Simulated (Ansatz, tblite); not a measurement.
Forces on [FeH6]4- (FeH₆⁴⁻) at its PBE-D4/def2-TZVPD geometry. Charge -4, multiplicity 1.

The xTB rows come from tblite. A multiply charged anion in the gas phase is held together partly by the finite basis. At PBE0-D4/def2-TZVPD the restricted singlet is unstable: a solution with broken spin symmetry lies lower. At PBE0-D4/def2-TZVPD the highest occupied level of the charge -4 singlet lies above zero (up to 11.68 eV). The electron is either unbound and held by the finite basis, or the level is raised by self-interaction error. The geometry of the singlet was relaxed on an unsound state (restricted singlet, unstable towards broken spin symmetry). At PBE0-D4/def2-TZVPD a quintet of charge -4 lies 0.99 eV below the restricted singlet, each at its own geometry.

GFN1-xTB (tblite), largest force 6.21 eV/Å:

```xyz
7
positions Å, forces eV/Å
Fe   -0.158    0.111    0.037    2.159   -1.510   -0.514
H     0.297   -0.806   -0.993    0.773   -3.661   -4.945
H    -0.852   -0.213    1.307   -4.207    0.613    4.182
H     0.113    1.565    0.147   -1.424    5.727    0.838
H     0.569   -0.980    0.663    2.214   -4.556    3.585
H     1.266    0.301   -0.182    5.788    2.097   -0.742
H    -1.234    0.021   -0.979   -5.302    1.289   -2.403
```

PBE0-D4/def2-TZVPD (Ansatz), largest force 0.50 eV/Å:

```
Fe 0.398 -0.279 -0.095
H -0.074 0.075 0.052
H -0.042 0.038 -0.006
H -0.047 0.019 0.015
H -0.088 0.085 -0.011
H -0.107 0.034 0.021
H -0.040 0.028 0.024
```
